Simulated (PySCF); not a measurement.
CH₃O (SMILES [CH2-]O), charge -1, singlet, geometry from GFN2-xTB (in this run its highest filled SCF level lies above zero, so its values depend strongly on the basis, on diffuse functions most of all); DF-SVWN5/cc-pVTZ run with PySCF.

Input for PySCF:
```python
from pyscf import gto, scf, dft

mol = gto.M(
    atom='''
C    -0.20279747    0.76033189   -0.01087792
O    -0.06501536   -0.72802358    0.00864442
H     0.87204730   -0.97615677    0.01814578
H     0.42634008    1.13030271    0.88017106
H     0.43852035    1.10805134   -0.90220468
''',
    basis='cc-pvtz',
    charge=-1,
    verbose=3,
)

mf = dft.RKS(mol)
mf.xc = 'lda,vwn'
mf = mf.density_fit(auxbasis='def2-universal-jkfit')
mf.kernel()
mf.analyze()
```

**Question.** Write the output that PySCF gives for this input, abridged.

**Answer.** 
```
converged SCF energy = -114.154497834224
**** MO energy ****
MO #1   energy= -18.3454779863155  occ= 2
MO #2   energy= -9.51427559740691  occ= 2
MO #3   energy= -0.646519771193946 occ= 2
MO #4   energy= -0.296157754867778 occ= 2
MO #5   energy= -0.17716687483035  occ= 2
MO #6   energy= -0.0902539248709537 occ= 2
MO #7   energy= -0.0550123663926101 occ= 2
MO #8   energy= 0.0343268885026458 occ= 2
MO #9   energy= 0.124087740142329  occ= 2
MO #10  energy= 0.203686106863024  occ= 0
MO #11  energy= 0.25681407837971   occ= 0
MO #12  energy= 0.29835323907389   occ= 0
MO #13  energy= 0.356628694488618  occ= 0
MO #14  energy= 0.486665091538338  occ= 0
MO #15  energy= 0.522393762229031  occ= 0
MO #16  energy= 0.539497866769317  occ= 0
MO #17  energy= 0.59391400910417   occ= 0
 ** Mulliken atomic charges  **
charge of    0C =     -0.65299
charge of    1O =     -0.58834
charge of    2H =      0.25970
charge of    3H =     -0.00919
charge of    4H =     -0.00919

WARN: System has nonzero charge -1; the dipole moment is origin-dependent.
Location of origin: [0. 0. 0.]

Dipole moment(X, Y, Z, Debye):  2.90451, -2.50022,  0.05106
```
